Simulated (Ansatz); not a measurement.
Species: AgCl, net charge 0, singlet state. SMILES: [Cl][Ag]
Geometry: optimised at B3LYP-D3(BJ)/def2-TZVP (Ansatz, a program for electronic structure).

Property: atomisation energy (electronic, to ground-state atoms), in kJ/mol. Valence correlation only, unless marked. Open shells are spin-unrestricted. No spin-orbit coupling. The frozen core is the preceding noble-gas configuration, with the filled d and f shells of earlier blocks. In def2 rows, elements after Kr have scalar-relativistic effective core potentials. The coupled-cluster limit lacks core correlation, which all-electron functionals hold. CBS marks a two-point X^-3 extrapolation of the correlation energy; Hartree-Fock from the larger set.

```tsv
level	program	atomisation energy (kJ/mol)
BLYP-D4/def2-TZVPD	Ansatz + dftd4	(withheld)
PBE0/def2-SVP	Ansatz	(withheld)
BHLYP-D4/def2-TZVPD	Ansatz + dftd4	(withheld)
B2GP-PLYP-D3(BJ)/def2-TZVPD	Ansatz + dftd3	304.4
B2PLYP-D3(BJ)/def2-TZVPD	Ansatz + dftd3	299.0
CCSD(T)/CBS(def2-TZVPPD,def2-QZVPPD)	Ansatz	309.3
```

**Question.** Fill in the missing entries.

**Answer.** 
- BLYP-D4/def2-TZVPD, atomisation energy (kJ/mol): 288.7
- PBE0/def2-SVP, atomisation energy (kJ/mol): 297.8
- BHLYP-D4/def2-TZVPD, atomisation energy (kJ/mol): 280.8
